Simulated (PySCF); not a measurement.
## W: excitation energy

W [Xe] 4f14 5d4 6s2 (5D) → W [Xe] 4f14 5d4 6s1 6p1 (high-spin determinant), as a difference of total energies. Calculation: PySCF 2.14, in aug-cc-pVTZ-PP with ECP60MDF (6s6p5d3f2g, 88 functions); scalar relativity through the core potential. Correlated levels: valence: 5s2 5p6 frozen. The calculations carry no spin-orbit coupling.

```json
{"method": "UHF", "excitation energy (cm⁻¹)": "8677.5"}
{"method": "MP2 (valence)", "excitation energy (cm⁻¹)": "18022"}
{"method": "SCS-MP2 (valence)", "excitation energy (cm⁻¹)": "21267"}
{"method": "CCSD (valence)", "excitation energy (cm⁻¹)": "18706"}
{"method": "CCSD(T) (valence)", "excitation energy (cm⁻¹)": "19734"}
```

The determinant of the upper state mixes LS terms, which raises its energy above the lowest term, most at the Hartree-Fock and MP2 levels.
